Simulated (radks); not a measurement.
Values are calculated unless marked as measured or tabulated.
All-electron atom: the europium ion Eu34+ in [Ar] 3d10 4s1.

Level of theory: Dirac Kohn-Sham, PBEsol, spin-unpolarised, spherical densities, finite nucleus; Fermi nuclear charge, rms radius 5.1115 fm (a radial shooting solver on a logarithmic mesh with Libxc functionals).

Energy parts (eV):
total: -277290.00
kinetic: 302663.77
electron-nucleus: -637223.05
Hartree: 62469.31
exchange-correlation: -5200.02

Orbitals (lengths in bohr, moments of r in powers of bohr; r(90%) holds 90 % of the orbital's charge):
| orbital | occ. | eigenvalue (eV) | r(90%) | small-component weight |
|---|---|---|---|---|
| 1s1/2 | 2 | -49670.69 | 0.0404 | 5.49e-02 |
| 2s1/2 | 2 | -9271.133 | 0.147 | 1.22e-02 |
| 2p1/2 | 2 | -8873.494 | 0.130 | 1.22e-02 |
| 2p3/2 | 4 | -8222.654 | 0.139 | 1.13e-02 |
| 3s1/2 | 2 | -3012.909 | 0.359 | 3.96e-03 |
| 3p1/2 | 2 | -2842.811 | 0.350 | 3.91e-03 |
| 3p3/2 | 4 | -2704.532 | 0.367 | 3.68e-03 |
| 3d3/2 | 4 | -2414.930 | 0.337 | 3.55e-03 |
| 3d5/2 | 6 | -2384.241 | 0.341 | 3.49e-03 |
| 4s1/2 | 1 | -1437.074 | 0.698 | 1.70e-03 |

The highest occupied level is 4s1/2 at -1437.1 eV. For comparison, the ionisation energy in NIST's Atomic Spectra Database is 1456.1 eV (semi-empirical). In exact Kohn-Sham theory the highest level is minus the ionisation energy, but local and semilocal functionals leave it too shallow, through self-interaction and a potential that decays too fast; potentials with the right tail come closer. The electron density at the nucleus is 5.776e+05 e/bohr^3. The density falls to 0.001 e/bohr^3 at r = 1.07 bohr.

Beside tabulated values, note that spin-unpolarised runs miss the spin-polarisation part of the exchange energy of open shells.
